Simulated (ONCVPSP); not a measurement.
# Reading a pseudo-wave (Ge (Z = 32))

Columns: radius, all-electron u(r) and pseudo u(r) of the 3d shell (level -29.31 eV) of germanium in the configuration [Ne] 3s2 3p6 3d10 4s2 4p2; PBE, scalar-relativistic, ONCV scheme, ONCVPSP 4.0.1.

```csv
r (bohr),all-electron,pseudo
0.060,0.0524,0.0055
0.120,0.2406,0.0421
0.180,0.4896,0.1320
0.240,0.7259,0.2828
0.300,0.9130,0.4853
0.360,1.0427,0.7145
0.420,1.1186,0.9380
0.480,1.1496,1.1240
0.540,1.1470,1.2498
0.600,1.1205,1.3054
0.660,1.0780,1.2931
0.720,1.0255,1.2267
0.780,0.9675,1.1256
0.840,0.9070,1.0116
0.900,0.8462,0.9024
0.960,0.7865,0.8092
1.020,0.7289,0.7347
1.080,0.6740,0.6744
1.140,0.6220,0.6219
1.200,0.5732,0.5731
1.260,0.5276,0.5275
1.320,0.4852,0.4851
1.380,0.4459,0.4458
1.440,0.4094,0.4094
1.500,0.3759,0.3758
1.560,0.3449,0.3448
```

Question: How many radial nodes do the two functions have?

Answer: The all-electron 3d function has n − l − 1 = 0; the pseudo-wave has 0.

Question: At about which radius was the pseudo-wave matched?

Answer: 1.15 bohr. The columns agree to 0.0005 from 1.08 bohr on; several derivatives are matched, so the curves merge somewhat inside the radius.

Question: Where does each function peak?

Answer: Outermost all-electron maximum near 0.48 bohr, pseudo maximum near 0.60 bohr (to the table’s step).

Question: Is the pseudo-wave norm-conserving?

Answer: Yes: the ONCV scheme keeps the norm inside the radius equal to the all-electron one, which fixes the energy derivative of the logarithmic derivative at the level.
